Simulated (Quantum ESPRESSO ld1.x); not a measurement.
One sound ld1.x (Quantum ESPRESSO 7.5) input for the dysprosium ion Dy3+ gives E = -12166.71 hartree in 32 iterations:

```
 &input
    zed=66.0,
    iswitch=1,
    rel=2,
    dft='PBE',
    config='[Xe] 4f9',
    verbosity='high',
    lsmall=.true.,
    prefix='ld1',
    max_out_wfc=37,
    file_charge='ld1.rho',
 /
```

Changed or added lines, one case at a time, and what came of them:

- relpert=.true.: refused. The program stops in ld1_readin with "perturbative SO-splitting for AE calculations with rel=0 only": the perturbative correction needs rel = 0.
- tr2=1e-1: inaccurate. The cycle stops early, after 4 iterations, and the energy is off by +2.868 hartree against the sound run.
- lsd=1: refused. The program stops in ld1_readin with "local spin density and spin-orbit not allowed": spin polarisation goes with rel = 0 or 1 alone.
- config='[Xe] 4f9 6d-1': harmless. A negative occupation marks a state as unused; the result equals that of the sound run.
- config='[Xe] 4f9 6p3': ran as typed. The string holds 66 electrons for Z = 66, so the species has charge 0 and is not the one meant. The run is valid for that other species.
- dx=0.002: refused. The program stops in do_mesh with "ndmx is too small": the mesh holds 3500 points at most, so dx, xmin and rmax must fit that.
- cau_fact=50.64: crashed. The program stops in dirsol with "no classical turning point found": with c below Z the Dirac equation of a point nucleus has no 1s solution.
